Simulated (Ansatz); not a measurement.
`C=CC(=C)[SiH3]` + H₂ → `C=C[SiH3]` + ethylene  (hydrogenolysis of a C–C bond)

Gas-phase electronic energies from Ansatz, PBE0-D4/def2-TZVP geometries. CCSD(T)/CBS adds triple-zeta CCSD(T) − MP2 to the extrapolated MP2 energy (def2 sets, frozen cores). This one scheme is used for every species. DFT in def2-TZVPP. Each species was taken in one conformer, which may not be the lowest.

`C=CC(=C)[SiH3]`:

Z-matrix (Å, degrees):
```
Si
C 1 1.874
H 1 1.488 2 111.2
H 1 1.485 2 108.1 3 120.0
H 1 1.488 2 111.2 3 -120.0
C 2 1.458 1 120.9 3 60.2
C 2 1.339 1 119.0 3 -119.7
C 6 1.332 2 125.3 1 0.1
H 6 1.090 2 115.8 1 -179.9
H 7 1.088 2 121.3 1 180.0
H 7 1.084 2 122.2 1 -0.0
H 8 1.083 6 121.4 2 180.0
H 8 1.086 6 122.1 2 0.0
```

H₂:

Cartesian coordinates in Å:
```
H 0.373 0.011 -0.006
H -0.373 -0.011 0.006
```

`C=C[SiH3]`:

Cartesian coordinates in Å:
```
C 0.578 1.363 0.438
C 0.232 0.103 0.685
Si -0.510 -1.017 -0.601
H 0.443 1.811 -0.543
H 1.011 2.005 1.201
H 0.393 -0.286 1.689
H 0.343 -2.217 -0.814
H -0.635 -0.269 -1.880
H -1.855 -1.493 -0.176
```

`C=C`:

Cartesian coordinates in Å:
```
C -0.475 0.418 0.194
C 0.475 -0.418 -0.193
H -0.402 0.972 1.123
H -1.365 0.584 -0.403
H 0.402 -0.972 -1.124
H 1.365 -0.585 0.403
```

| level | ΔE (kcal/mol) | difference from CCSD(T)/CBS |
| --- | --- | --- |
| B97M-V | -5.8 | 0.4 |
| ωB97M-V | -7.0 | -0.8 |
| PBE-QIDH | -6.0 | 0.2 |
| revPBE | -7.6 | -1.4 |
| r2SCANh | -5.5 | 0.7 |
| r2SCAN0 | -6.2 | 0.0 |
| BHLYP | -10.2 | -4.0 |
| CAM-B3LYP | -9.2 | -3.0 |
| HF/def2-TZVPP | -13.8 | -7.6 |
| MP2/CBS(def2) | -3.8 | 2.4 |
| CCSD(T)/CBS | -6.2 | 0 |

(1) What do rigid-rotor, harmonic-oscillator terms from PBE0-D4/def2-TZVP frequencies (298.15 K, 1 bar) make of the CCSD(T)/CBS value? (Best estimate.)

Largest T1 diagnostic among the species: 0.012.

## Answers

(1) Ansatz gave: ΔZPE = +4.6 kcal/mol, ΔH = -2.3 kcal/mol, ΔS = 41 J/(mol·K), ΔG = -5.2 kcal/mol.

The D4 term adds +3.6 kcal/mol with B3LYP and +2.0 kcal/mol with PBE0; it sums over pairs of atoms, weighted by their polarisabilities, and B3LYP, whose exchange is more repulsive, gets the larger term. Leaving LDA and LC-ωPBE aside and taking each functional with its dispersion term where it has one, the values, not all of them listed here, spread over 5.5 kcal/mol, from B2PLYP to revPBE-D4. LDA lies +4.3 kcal/mol from PBE without D4.

B3LYP here is the variant with VWN-RPA as its local correlation; programs differ in this.
